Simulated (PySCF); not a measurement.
Isomers of C9H12. The calculation used PySCF, PBE0-D3(BJ)/def2-SVP geometry optimisation, gas phase. One conformer each; no zero-point energy, no entropy. No frequencies were run at this level. Point groups hold within 0.08 Å.

Problem. Order them by energy at this level, lowest first, and give relative energies in kJ/mol.
A. `[CH2:1]=[CH:2]/[C:3]([C:4]#[C:5][CH3:6])=[CH:7]\[CH2:8][CH3:9]` with C1–C2–C3–C4 0°, C3–C7–C8–C9 108°
B. `[CH:1]#[C:2][CH2:3][CH2:4][C@H:5]1[CH2:6][C:7]12[CH2:8][CH2:9]2` with C2–C3–C4–C5 60°, C3–C4–C5–C6 -169°
C. 1,2,3-trimethylbenzene, `Cc1cccc(C)c1C`

Solution. C (0.0), A (318.1), B (402.5).

As drawn, the lowest has an aromatic ring, which the highest lacks; the highest has a three-membered ring, a C≡C bond and a quaternary carbon, which the lowest lacks.

```csv
SMILES,E (Eh),E rel (kJ/mol),dipole (D),point group,"A, B, C (MHz)"
Cc1cccc(C)c1C,-349.54237,0.0,0.80,near Cs,"2217, 1735, 991.4"
C=C/C(C#CC)=C\CC,-349.42121,318.1,0.47,C1,"2429, 808.5, 637.8"
C#CCC[C@H]1CC12CC2,-349.38908,402.5,0.68,C1,"2295, 1385, 968.6"
```
